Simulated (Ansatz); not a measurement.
The cluster Cu12Mo. The state is a singlet with charge 0. Geometry PBE-D4/def2-SVP.

```xyz
13

Mo   -1.966   -0.736    0.480
Cu   -1.020    1.622    0.890
Cu    0.538   -0.203    0.253
Cu   -0.159   -2.411    1.079
Cu   -1.165    0.670   -1.477
Cu    1.149   -0.138   -2.088
Cu   -3.215    1.278   -0.185
Cu   -0.484   -0.262    2.427
Cu    1.851   -1.950   -0.621
Cu    0.861    1.973   -0.751
Cu   -0.539   -1.801   -1.297
Cu    2.754    0.406   -0.270
Cu    1.396    1.553    1.561
```

In the def2 sets Mo takes a core potential; there is no spin–orbit coupling. Single mean-field runs in def2-SVP, def2-TZVP are fitted with def2-universal-jkfit. The restricted singlet is unstable towards broken spin symmetry in Hartree–Fock (as tested in another run); at PBE-D4/def2-SVP, PBE-D4/def2-TZVP, revPBE-D4/def2-TZVP, r2SCAN-D4/def2-TZVP and others this wasn't settled. At PBE-D4/def2-SVP, PBE-D4/def2-TZVP, revPBE-D4/def2-TZVP an occupied level lies above an empty one. The structure comes from a short search, and lower isomers may exist.

(1) Estimate the orbital energies around the gap (eV) in Ansatz with PBE-D4/def2-SVP, PBE-D4/def2-TZVP, revPBE-D4/def2-TZVP, r2SCAN-D4/def2-TZVP, PBE0-D4/def2-TZVP.

Answers

(1) 
| orbital | PBE-D4/def2-SVP | PBE-D4/def2-TZVP | revPBE-D4/def2-TZVP | r2SCAN-D4/def2-TZVP | PBE0-D4/def2-TZVP |
| --- | --- | --- | --- | --- | --- |
| HOMO−9 | -5.32 | -5.63 | -5.52 | -5.70 | -7.12 |
| HOMO−8 | -5.31 | -5.63 | -5.52 | -5.69 | -7.04 |
| HOMO−7 | -5.29 | -5.59 | -5.48 | -5.65 | -6.98 |
| HOMO−6 | -5.24 | -5.55 | -5.43 | -5.61 | -6.84 |
| HOMO−5 | -5.19 | -5.50 | -5.38 | -5.55 | -6.60 |
| HOMO−4 | -4.58 | -4.87 | -4.75 | -4.87 | -5.34 |
| HOMO−3 | -4.19 | -4.47 | -4.35 | -4.47 | -4.97 |
| HOMO−2 | -4.02 | -4.29 | -4.17 | -4.28 | -4.78 |
| HOMO−1 | -3.91 | -4.18 | -4.07 | -4.17 | -4.50 |
| HOMO | -3.73 | -3.99 | -3.88 | -3.99 | -4.46 |
| LUMO | -3.74 | -4.01 | -3.89 | -3.88 | -3.15 |
| LUMO+1 | -3.52 | -3.76 | -3.63 | -3.62 | -2.88 |
| LUMO+2 | -3.30 | -3.52 | -3.39 | -3.34 | -2.45 |
| LUMO+3 | -3.02 | -3.27 | -3.15 | -3.15 | -2.34 |
| LUMO+4 | -2.91 | -3.14 | -3.01 | -2.98 | -2.20 |
| LUMO+5 | -2.69 | -2.94 | -2.81 | -2.77 | -1.94 |
